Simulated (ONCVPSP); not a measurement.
Se (Z = 34): one change to an ONCV potential, before and after

| Item | Value |
| --- | --- |
| Element | selenium |
| Generator | ONCVPSP 4.0.1 |
| Type | optimised norm-conserving Vanderbilt (ONCV) |
| Functional | LDA (Perdew-Wang 92) |
| Relativity | scalar-relativistic |
| Frozen core | [Ar] |
| Valence charge | 16 |
| Reference configuration | 3d10 4s2 4p4 |
| Partial waves | 4s: rc 1.25 bohr, ncon 5, nbas 9, qcut 5.3 1/bohr, 2 projectors, debl 2.8 Ha; 4p: rc 1.75 bohr, ncon 3, nbas 8, qcut 5.1 1/bohr, 1 projector; 3d: rc 1.20 bohr, ncon 3, nbas 8, qcut 15.9 1/bohr, 2 projectors, debl 1.4 Ha |
| Local potential | polynomial inside 0.80 bohr (lpopt 5, dvloc0 0 Ha) |
| Core correction | Teter function, fcfact 4, rcfact 1.55 |

In the d channel the program set the typed energies aside and used -1.962, 0.250 Ha.

Change: reference 3d10 4s2 4p2. In the d channel the program set the typed energies aside and used -2.797, 0.250 Ha.

Cutoffs: the cutoffs (Ha) at which the residual kinetic energy of the hardest occupied pseudo-wave falls to 1 and 0.1 mHa per electron; they do not see the model core or the augmentation charge, which bear on the density cutoff. Errors are all-electron minus pseudo energies relative to the spin-unpolarised reference configuration.

What does the change do?

The potential gets neither clearly harder nor softer (130 Ha and 151 Ha → 131 Ha and 151 Ha); the bound ghosts move from s to p, s; the lowest positive-energy flag moves from p at 6.6 eV to none.

| quantity | base | changed |
| --- | --- | --- |
| cutoff, loose | 130 Ha | 131 Ha |
| cutoff, tight | 151 Ha | 151 Ha |
| loose cutoff by channel | s 130 Ha, p 9.1 Ha, d 90 Ha | s 131 Ha, p 9.8 Ha, d 90 Ha |
| bound ghosts | s | s, p |
| GHOST(+) flags under 300 eV | p at 6.6 eV | none |
| tests with a reliable result | 3 of 4 | 3 of 4 |
| s: phases at 1.27 bohr within 0.05 rad from the reference energy up to (Ha; the scan ends near 5) | to the end of the scan | to the end of the scan |
| p: phases at 1.77 bohr within 0.05 rad from the reference energy up to (Ha; the scan ends near 5) | 0.1 | -0.6 |
| d: phases at 1.22 bohr within 0.05 rad from the reference energy up to (Ha; the scan ends near 5) | to the end of the scan | to the end of the scan |
| rms error of d²Exc/dni dnj with the model core, mHa | 1.79 | 1.91 |

 A true bound ghost makes a file unfit for plane-wave use even where its test errors are small: the radial tests pick states by their node count and pass the ghost by.
